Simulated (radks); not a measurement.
All-electron atom: Ce4+ in [Xe]. Calculated with a radial shooting solver on a logarithmic mesh with Libxc functionals: Dirac Kohn-Sham, PBE, spin-unpolarised, spherical densities, finite nucleus; Fermi nuclear charge, rms radius 4.8771 fm.

Unscreened Slater integrals over Kohn-Sham orbitals (hartree). Large and small components are both included.

integral,value
"F0(5p3/2,5p3/2)",0.54065
"F2(5p3/2,5p3/2)",0.29431
"F0(5p3/2,5p1/2)",0.55088
"G2(5p3/2,5p1/2)",0.29793
"F0(5p3/2,5s1/2)",0.57329
"G1(5p3/2,5s1/2)",0.38454
"F0(5p3/2,4d5/2)",0.66974
"F2(5p3/2,4d5/2)",0.19914
"G1(5p3/2,4d5/2)",0.056804
"G3(5p3/2,4d5/2)",0.055837
"F0(5p1/2,5p1/2)",0.56198
"F0(5p1/2,5s1/2)",0.58634
"G1(5p1/2,5s1/2)",0.40402
"F0(5p1/2,4d5/2)",0.69270
"G3(5p1/2,4d5/2)",0.062518
"F0(5s1/2,5s1/2)",0.61519
"F0(5s1/2,4d5/2)",0.74689
"G2(5s1/2,4d5/2)",0.085558
"F0(4d5/2,4d5/2)",1.2154
"F2(4d5/2,4d5/2)",0.61962
"F4(4d5/2,4d5/2)",0.41488
